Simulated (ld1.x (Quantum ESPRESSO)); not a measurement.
What one change does to a pseudopotential (potassium (K), TM)

K (Z = 19), norm-conserving Troullier–Martins (Kleinman–Bylander form), made with ld1.x (Quantum ESPRESSO) 7.5 (LDA (PZ), scalar-relativistic). Core [Ne] 3s2, reference 3p6 4s1 4p0. Waves: 4s (bound): rc 3.80 bohr; 3p (bound): rc 2.10 bohr; 3d channel at -0.1 Ry: rc 4.00 bohr. Local part: the d channel. Core correction: Bessel-smoothed model core inside 1.05 bohr.

All-electron outer shells of the reference configuration (LDA (PZ), scalar-relativistic, ld1.x):

```csv
shell,level (eV),outermost node (bohr),outermost maximum (bohr)
2p,-280.03,–,0.26
3s,-35.18,0.48,1.07
3p,-18.83,0.45,1.15
4s,-2.43,1.59,4.03
4p,-0.84,1.88,5.71
```

Change: core [Ne], valence charge 9; reference 3s2 3p6 4s1 4p0; waves now 3s (bound): rc 1.70 bohr; 3p (bound): rc 2.15 bohr; 3d channel at -0.1 Ry: rc 2.20 bohr; core correction none.

Cutoffs: the cutoffs (Ry, on a coarse ladder) from which the occupation-weighted sum of valence levels, in a spherical-Bessel basis at the reference potential, stays within 10 and 1 mRy of its value at 400 Ry; they do not see the model core or the augmentation charge, which bear on the density cutoff. Errors are all-electron minus pseudo energies relative to the spin-unpolarised reference configuration.

Task: What does the change do?

Result: The potential gets harder (25 Ry and 40 Ry → 30 Ry and 55 Ry); the bound ghost in s disappears; the number of tests that count goes from 5 to 7. The added semicore shells are compact, so their waves need more plane waves. Several settings change at once here, so the effects cannot be laid on one of them.

| quantity | base | changed |
| --- | --- | --- |
| cutoff, loose | 25 Ry | 30 Ry |
| cutoff, tight | 40 Ry | 55 Ry |
| loose cutoff by channel (10 mRy a level) | s 6 Ry, p 21 Ry | s 25 Ry, p 21 Ry |
| bound ghosts | s | none |
| largest miss of a reference level, eV | 0.00 | 0.06 |
| tests counted (converged, no solver errors) | 5 of 6 | 7 of 7 |

Base: Tests not counted: 3p5 4s1 4p0 (solver errors, printed error -2.4 eV). A true bound ghost makes a file unfit for plane-wave use even where its test errors are small: the radial tests pick states by their node count and pass the ghost by. Where a test does run into it, the solver fails or the error is huge.
